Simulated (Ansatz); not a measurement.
A nudged elastic band was laid between two geometries of Cl3HSi + H (6 atoms, charge 0, multiplicity 2).

Level of theory: UKS PBE0-D4/def2-SVP in Ansatz 0.2.0.

```yaml
movable_images: 7
climbing_image: yes
spring: 5.0 eV/Å²
optimiser: quadratic models (default)
start_path: through a guess of the saddle point
force_threshold: 0.05 eV/Å
iteration_limit: 60
end_points: relaxed
```

First end point:

```xyz
6
Properties=species:S:1:pos:R:3
H -0.797 -0.272 0.322
Si 0.377 0.400 -0.268
Cl 1.139 -0.746 -1.781
Cl 1.809 0.669 1.165
Cl -0.174 2.220 -1.017
H -2.354 -2.271 1.580
```

Last end point:

```xyz
6
Properties=species:S:1:pos:R:3
H -1.809 -1.227 1.015
Si 0.351 0.701 -0.405
Cl 0.925 -0.763 -1.736
Cl 1.616 0.664 1.220
Cl 0.481 2.540 -1.323
H -1.563 -1.915 1.230
```

(1) What changes between the two ends?

(2) Give the energies along the band, and the barrier.

(3) What is the geometry of the highest image?

(4) What are the harmonic wavenumbers there?

The band took 11 iterations and of the order of 6 core-minutes.

## Answers

(1) Bonds broken: H1–Si2. Bonds formed: H1–H6. Cl3HSi + H becomes Cl3Si + H2.

(2) It converged. The highest image is number 3 of 0 to 8, 0.081 eV above the first end and 0.591 eV above the last; the last end lies 0.509 eV below the first. A vibrational analysis at the climbing image gives one clearly imaginary mode, 670i cm⁻¹: a first-order saddle point.

| image | path coordinate (Å) | energy (eV) | H1–Si2 (Å) | H1–H6 (Å) |
| --- | --- | --- | --- | --- |
| 0 | 0.00 | 0.000 | 1.48 | 2.83 |
| 1 | 0.48 | 0.004 | 1.47 | 2.41 |
| 2 | 0.96 | 0.029 | 1.48 | 1.91 |
| 3 | 1.44 | 0.081 | 1.54 | 1.35 |
| 4 | 2.10 | -0.409 | 2.28 | 0.78 |
| 5 | 2.76 | -0.498 | 2.85 | 0.76 |
| 6 | 3.42 | -0.505 | 3.38 | 0.76 |
| 7 | 4.08 | -0.506 | 3.18 | 0.76 |
| 8 | 4.75 | -0.509 | 3.22 | 0.76 |

(3) 
```xyz
6
Properties=species:S:1:pos:R:3:forces:R:3
H -0.845 -0.603 0.475 0.00 0.00 0.00
Si 0.292 0.208 -0.164 0.00 0.00 0.00
Cl 1.089 -0.845 -1.727 0.00 0.00 0.00
Cl 1.748 0.562 1.229 0.00 0.00 0.00
Cl -0.441 1.991 -0.849 0.00 0.00 0.00
H -1.842 -1.313 1.035 0.00 0.00 0.00
```

(4) 670i, 141, 141, 172, 172, 241, 487, 615, 615, 881, 881, 1580 cm⁻¹.

The run took 3.2 min on 2 threads of Arm Neoverse V2 (shared host), peak memory 0.25 GiB.
